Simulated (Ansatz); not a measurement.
`CC1C[SiH2]1` and `BC1C[SiH2]1` differ in one atom or group.

Ansatz, PBE0-D4/def2-TZVP geometries, multiplicity 1. 

```json
{"property": "HOMO energy (PBE0/def2-TZVPP) / eV", "`CC1C[SiH2]1`": "-6.69"}
{"property": "HOMO energy (B3LYP/def2-TZVPP) / eV", "`CC1C[SiH2]1`": "-6.50"}
{"property": "size of the dipole moment (PBE/def2-TZVPP) / D", "`CC1C[SiH2]1`": "0.35"}
{"property": "LUMO energy (ωB97M-V/def2-TZVPP) / eV", "`CC1C[SiH2]1`": "1.93"}
{"property": "HOMO energy (PBE/def2-TZVPP) / eV", "`CC1C[SiH2]1`": "-5.60"}
{"property": "HOMO–LUMO gap (B3LYP/def2-TZVPP) / eV", "`CC1C[SiH2]1`": "6.58"}
```

(1) What does the change do to each property? (Estimate.)

Results:

(1) Ansatz gave: 
| property | `BC1C[SiH2]1` | shift |
| --- | --- | --- |
| HOMO energy (PBE0/def2-TZVPP) / eV | -7.23 | -0.54 |
| HOMO energy (B3LYP/def2-TZVPP) / eV | -7.00 | -0.50 |
| size of the dipole moment (PBE/def2-TZVPP) / D | 2.19 | 1.84 |
| LUMO energy (ωB97M-V/def2-TZVPP) / eV | 1.43 | -0.50 |
| HOMO energy (PBE/def2-TZVPP) / eV | -6.24 | -0.64 |
| HOMO–LUMO gap (B3LYP/def2-TZVPP) / eV | 6.55 | -0.03 |

The zero-point energy changes by -42.7 kJ/mol with -3 modes. Dipoles are sizes alone; their direction can turn.

B3LYP here is the variant with VWN-RPA as its local correlation; programs differ in this.
